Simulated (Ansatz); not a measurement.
Molecule: MgCl2, net charge -1, doublet state. SMILES of the parent species: [Cl][Mg][Cl]
Coordinates optimised at B3LYP-D3(BJ)/def2-TZVP (Ansatz, a quantum-chemistry and plane-wave program):
```
Mg
Cl 1 2.3229
Cl 1 2.3229 2 118.79
```
Charge -1, spin multiplicity 2.

Parts of the frozen-core correlation energy in def2-SVPD (Ansatz, hartree). Frozen orbitals: 15; correlated occupied orbitals by spin: 9 and 8; virtual: 51 and 52. Open shells are spin-unrestricted. No spin-orbit coupling. Non-relativistic.

| term | value |
|---|---|
| reference (HF) | -1118.46401 |
| MP2 opposite-spin | -0.23086 |
| MP2 same-spin | -0.08741 |
| CCSD correlation | -0.34318 |
| (T) | -0.00861 |
| T1 diagnostic | 0.012 |
| largest doubles amplitude | 0.015 |
| <S^2> of the reference | 0.751 |
